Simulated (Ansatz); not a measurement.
`F[SiH]([SeH])O[SiH3]` + H–F → `F[SiH](F)O[SiH3]` + H₂Se at 700 K and 1 bar (ligand exchange at the Si–Se bond).

Calculated with Ansatz (gas phase, PBE0-D4/def2-TZVP geometries, no zero-point term in ΔE). CCSD(T)/CBS is the MP2 limit (def2-TZVPP, def2-QZVPP) plus CCSD(T) − MP2 in def2-TZVPP, frozen cores. This one scheme is used for every species. For Se outer-core shells are correlated without core-valence functions, which leaves a few kJ/mol of doubt a bond. Scalar relativity is left out up to krypton. Each species was taken in one conformer, which may not be the lowest.

```json
{"species": "`F[SiH]([SeH])O[SiH3]`", "CCSD(T)/CBS energy (Eh)": "-3157.02257", "H − E (kJ/mol)": "220.2", "S (J/(mol·K))": "534.1"}
{"species": "H–F", "CCSD(T)/CBS energy (Eh)": "-100.39570", "H − E (kJ/mol)": "45.2", "S (J/(mol·K))": "198.5"}
{"species": "`F[SiH](F)O[SiH3]`", "CCSD(T)/CBS energy (Eh)": "-855.55648", "H − E (kJ/mol)": "195.3", "S (J/(mol·K))": "488.8"}
{"species": "H₂Se", "CCSD(T)/CBS energy (Eh)": "-2401.89790", "H − E (kJ/mol)": "61.1", "S (J/(mol·K))": "251.1"}
```

H − E and S are ideal-gas, rigid-rotor, harmonic terms from PBE0-D4/def2-TZVP, for one conformer and one mirror image of each species. 1 Eh = 2625.50 kJ/mol, R = 8.31446 J/(mol·K).

Problem. By hand: ΔE, ΔH, ΔS and ΔG.

Solution. ΔE = (-855.55648) + (-2401.89790) − (-3157.02257) − (-100.39570) = -0.03611 Eh = -94.8 kJ/mol. Δ(H − E) = 195.3 + 61.1 − 220.2 − 45.2 = -9.0, so ΔH = -103.8 kJ/mol. ΔS = 488.8 + 251.1 − 534.1 − 198.5 = 7.3 J/(mol·K). ΔG = -103.8 − 700 × (7.3)/1000 = -108.9 kJ/mol.

Problem. By hand: the equilibrium constant, and the temperature at which ΔG would vanish if ΔH and ΔS stayed fixed.

Solution. log₁₀ K = −ΔG/(RT ln 10) = 8.1. ΔH and −TΔS have one sign here, so there is no such temperature.

The number of gas molecules stays the same, so ΔS is small and ΔH decides. A doubt of 5 kJ/mol in ΔE shifts log₁₀ K by 0.4 here. Other conformers and mirror images would add mixing entropy, several J/(mol·K) or more a flexible species. Modes under 60 cm⁻¹, often nearly free rotors, make the harmonic entropy too high. These are equilibria of isolated gas molecules and say nothing of rates. Largest T1 diagnostic: 0.012 (customary marks: 0.02 for closed shells, 0.045 for open ones).

ΔS is within the doubt of such terms, so its sign, and with it that verdict, could turn.
